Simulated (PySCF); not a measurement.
H$_{2}$F$_{3}$NSi (SMILES N[Si](F)(F)F), singlet, geometry from GFN2-xTB; PBE0/6-31G, TDA (PySCF).

Here is a job for PySCF.
```python
from pyscf import gto, scf, dft, tdscf

mol = gto.M(
    atom='''
N     1.667666   -0.283865   -0.127330
Si    0.007504   -0.002494    0.005089
F    -0.794201   -0.986292   -0.937160
F    -0.332927    1.485326   -0.405909
F    -0.669203   -0.182628    1.430723
H     2.044462   -1.214791   -0.156781
H     2.343796    0.389115    0.187964
''',
    basis='6-31g',
    charge=0,
    spin=0,
    verbose=4,
)

mf = dft.RKS(mol)
mf.xc = 'pbe0'
mf.kernel()
td = mf.TDA()
td.nstates = 5
td.kernel()
td.analyze()
```

Output, abridged:

```
PySCF version 2.14.0

[INPUT] verbose = 4
[INPUT] num. atoms = 7
[INPUT] num. electrons = 50
[INPUT] charge = 0
[INPUT] spin (= nelec alpha-beta = 2S) = 0
[INPUT] symmetry False subgroup None
[INPUT] Mole.unit = angstrom
[INPUT] Symbol           X                Y                Z      unit          X                Y                Z       unit  Magmom
[...]
nuclear repulsion = 267.335140688323
number of shells = 31
number of NR pGTOs = 142
number of NR cGTOs = 53
basis = 6-31g
ecp = {}

******** <class 'pyscf.dft.rks.RKS'> ********
method = RKS
initial guess = minao
damping factor = 0
level_shift factor = 0
DIIS = <class 'pyscf.scf.diis.CDIIS'>
diis_start_cycle = 1
diis_space = 8
diis_damp = 0
SCF conv_tol = 1e-09
SCF conv_tol_grad = None
SCF max_cycles = 50
direct_scf = True
direct_scf_tol = 1e-13
XC library pyscf.dft.libxc version 7.1.2
    S. Lehtola, C. Steigemann, M. J. T. Oliveira, and M. A. L. Marques,  SoftwareX 7, 1–5 (2018)
XC functionals = pbe0
    C. Adamo and V. Barone,  J. Chem. Phys. 110, 6158 (1999)
    M. Ernzerhof and G. E. Scuseria,  J. Chem. Phys. 110, 5029 (1999)
radial grids:
    Treutler-Ahlrichs [JCP 102, 346 (1995); DOI:10.1063/1.469408] (M4) radial grids

becke partition: Becke, JCP 88, 2547 (1988); DOI:10.1063/1.454033
pruning grids: <function nwchem_prune>
grids dens level: 3
symmetrized grids: False
atomic radii adjust function: <function treutler_atomic_radii_adjust>
small_rho_cutoff = 0
Set gradient conv threshold to 3.16228e-05
Initial guess from minao.
tot grids = 95488
init E= -645.140191172136
[...]
cycle= 1 E= -644.380292714565  delta_E= 0.76  |g|= 0.92  |ddm|= 2.48
[...]
cycle= 2 E= -644.296635753264  delta_E= 0.0837  |g|= 1.22  |ddm|= 1.71
[...]
cycle= 3 E= -644.538372890628  delta_E= -0.242  |g|= 0.0517  |ddm|= 0.875
[...]
cycle= 4 E= -644.538750208659  delta_E= -0.000377  |g|= 0.031  |ddm|= 0.0597
[...]
cycle= 5 E= -644.538952701316  delta_E= -0.000202  |g|= 0.00148  |ddm|= 0.0231
[...]
cycle= 6 E= -644.538953260589  delta_E= -5.59e-07  |g|= 0.000564  |ddm|= 0.00269
[...]
cycle= 7 E= -644.538953302972  delta_E= -4.24e-08  |g|= 0.000292  |ddm|= 0.000566
[...]
cycle= 8 E= -644.538953317233  delta_E= -1.43e-08  |g|= 8.28e-06  |ddm|= 0.000222
[...]
cycle= 9 E= -644.538953317259  delta_E= -2.64e-11  |g|= 1.12e-06  |ddm|= 1.66e-05
[...]
Extra cycle  E= -644.538953317261  delta_E= -1.93e-12  |g|= 1.46e-06  |ddm|= 2.12e-06
converged SCF energy = -644.538953317261

******** <class 'pyscf.tdscf.rks.TDA'> for <class 'pyscf.dft.rks.RKS'> ********
nstates = 5 singlet
deg_eia_thresh = 1.000e-03
wfnsym = None
conv_tol = 1e-05
eigh lindep = 1e-12
eigh level_shift = 0
eigh max_cycle = 100

Excitation energies (eV)
[ 7.7403382   9.14764006  9.881956   10.35253794 10.55006403]

** Singlet excitation energies and oscillator strengths **
Excited State   1:      7.74034 eV    160.18 nm  f=0.0425
      25 -> 26        0.70367
Excited State   2:      9.14764 eV    135.54 nm  f=0.0000
      25 -> 27        0.69621
      25 -> 30        0.11917
Excited State   3:      9.88196 eV    125.47 nm  f=0.0023
      25 -> 28        0.68752
      25 -> 31        0.10682
Excited State   4:     10.35254 eV    119.76 nm  f=0.0030
      25 -> 27       -0.11627
      25 -> 30        0.69156
Excited State   5:     10.55006 eV    117.52 nm  f=0.0017
      24 -> 26        0.68802
      24 -> 28        0.10821

** Transition electric dipole moments (AU) **
state          X           Y           Z        Dip. S.      Osc.
  1        -0.1350     -0.0711      0.4481      0.2241      0.0425
  2        -0.0010     -0.0056     -0.0012      0.0000      0.0000
  3        -0.0613      0.0266     -0.0705      0.0094      0.0023
  4        -0.0195     -0.1044     -0.0224      0.0118      0.0030
  5         0.0144      0.0769      0.0165      0.0064      0.0017

** Transition velocity dipole moments (imaginary part, AU) **
state          X           Y           Z        Dip. S.      Osc.
  1        -0.0228     -0.0225      0.1246      0.0166      0.0388
  2        -0.0087     -0.0466     -0.0100      0.0023      0.0047
  3        -0.0342      0.0246     -0.0845      0.0089      0.0164
  4        -0.0053     -0.0284     -0.0061      0.0009      0.0015
  5         0.0043      0.0229      0.0049      0.0006      0.0010

** Transition magnetic dipole moments (imaginary part, AU) **
state          X           Y           Z
  1         0.1098      0.5882      0.1264
  2         0.2390     -0.0547      0.0469
  3        -0.0333     -0.1784     -0.0383
  4         0.0408     -0.0423      0.1615
  5         0.5797     -0.1248      0.0772
```
